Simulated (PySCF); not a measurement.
Computed shifts of a molecule C₃H₇FSi, PySCF with PBE/pcSseg-1, GIAO, gas phase, atoms alike by connectivity averaged where their shifts nearly agree, in ppm (number of nuclei): ¹⁹F: -157.7 (1). ¹³C: 94.1 (1), 25.5 (2). ²⁹Si: -65.3 (1). ¹H: 5.44 (1), 4.73 (1), 4.46 (1), 2.10 (2), 1.95 (2). References: ¹⁹F against CFCl3 (σ = 133.6 ppm); ¹³C against TMS (σ = 182.0 ppm); ²⁹Si against TMS (σ = 335.4 ppm); ¹H against TMS (σ = 31.49 ppm), references at their B3LYP-D3(BJ)/def2-TZVP geometries, non-relativistic. The structure is a stationary point at ωB97X-D3(BJ)/def2-SVP. Other conformers were not sampled.

Question: Which structure fits?
(A) C=C[C@H](F)[SiH3]
(B) C=CC[SiH2]F
(C) F[SiH2]C1CC1
(D) FC1C[SiH2]C1

Answer: D, FC1C[SiH2]C1
